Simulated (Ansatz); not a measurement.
Input file for Ansatz (a program for electronic structure): R-B3LYP/def2-TZVPP on H2 (SMILES [H][H]).

Ansatz 0.2 input:
```yaml
crystal:
  periodic: [false, false, false]
  atoms:
    - {symbol: H, position_ang: [0.00000000, 0.00000000, 0.37198582]}
    - {symbol: H, position_ang: [-0.00000000, -0.00000000, -0.37198582]}
basis:
  gaussian:
    orbitals: def2-TZVPP
hamiltonian:
  xc: {name: B3LYP}
scf: {lower_state_search: off}
```

Task: Give the final energy of this run.

Result: -1.1800 hartree.
